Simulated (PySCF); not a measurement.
Isomers of C2H8OSi2.

All values: PBE0/pcSseg-1 (PySCF) at GFN2-xTB geometries, gas phase, one conformer each.

Problem. Rank by the lowest IAO charge on any atom, highest value first.
A. `[CH2:1]1[CH2:2][SiH2:3][O:4][SiH2:5]1` with Si5–C1–C2–Si3 29°, C1–C2–Si3–O4 -23°, C2–Si3–O4–Si5 6°, Si3–O4–Si5–C1 9°
B. `[SiH3:1][O:2][C@H:3]1[CH2:4][SiH2:5]1` with Si1–O2–C3–C4 -171°
C. `[CH3:1][C:2](=[O:3])[SiH2:4][SiH3:5]` with C1–C2–Si4–Si5 -105°
D. `[O:1]=[C:2]([SiH3:3])[CH2:4][SiH3:5]` with O1–C2–C4–Si5 82°

Solution. C (-0.474 e), D (-0.585 e), B (-0.627 e), A (-0.893 e).

Problem. Rank by the highest Hirshfeld charge on any atom, lowest value first.
A. `[SiH3:1][O:2][C@H:3]1[CH2:4][SiH2:5]1` with Si1–O2–C3–C4 -171°
B. `[CH3:1][C:2](=[O:3])[SiH2:4][SiH3:5]` with C1–C2–Si4–Si5 -105°
C. `[CH2:1]1[CH2:2][SiH2:3][O:4][SiH2:5]1` with Si5–C1–C2–Si3 29°, C1–C2–Si3–O4 -23°, C2–Si3–O4–Si5 6°, Si3–O4–Si5–C1 9°
D. `[O:1]=[C:2]([SiH3:3])[CH2:4][SiH3:5]` with O1–C2–C4–Si5 82°

Solution. B (+0.232 e), D (+0.331 e), A (+0.377 e), C (+0.408 e).

Problem. Rank by LUMO energy, highest first.
A. `[CH2:1]1[CH2:2][SiH2:3][O:4][SiH2:5]1` with Si5–C1–C2–Si3 29°, C1–C2–Si3–O4 -23°, C2–Si3–O4–Si5 6°, Si3–O4–Si5–C1 9°
B. `[SiH3:1][O:2][C@H:3]1[CH2:4][SiH2:5]1` with Si1–O2–C3–C4 -171°
C. `[CH3:1][C:2](=[O:3])[SiH2:4][SiH3:5]` with C1–C2–Si4–Si5 -105°

Solution. A (0.44 eV), B (0.20 eV), C (-1.19 eV).

All values together:

```
               SMILES  μ (D)  HOMO (eV)  LUMO (eV)  lowest IAO charge (e)  highest IAO charge (e)  lowest Hirshfeld charge (e)  highest Hirshfeld charge (e)
[SiH3]O[C@H]1C[SiH2]1   0.97      -6.52       0.20             -0.627 (O)             +0.881 (Si)                   -0.216 (O)                   +0.377 (Si)
    C1C[SiH2]O[SiH2]1   1.81      -8.17       0.44             -0.893 (O)             +0.996 (Si)                   -0.321 (O)                   +0.408 (Si)
   O=C([SiH3])C[SiH3]   2.48      -6.84      -1.19             -0.585 (C)             +0.623 (Si)                   -0.232 (O)                   +0.331 (Si)
   CC(=O)[SiH2][SiH3]   2.43      -6.85      -1.19             -0.474 (C)             +0.373 (Si)                   -0.226 (O)                   +0.232 (Si)
```

Conformers: `[SiH3:1][O:2][C@H:3]1[CH2:4][SiH2:5]1` with Si1–O2–C3–C4 -171°; `[CH2:1]1[CH2:2][SiH2:3][O:4][SiH2:5]1` with Si5–C1–C2–Si3 29°, C1–C2–Si3–O4 -23°, C2–Si3–O4–Si5 6°, Si3–O4–Si5–C1 9°; `[O:1]=[C:2]([SiH3:3])[CH2:4][SiH3:5]` with O1–C2–C4–Si5 82°; `[CH3:1][C:2](=[O:3])[SiH2:4][SiH3:5]` with C1–C2–Si4–Si5 -105°.
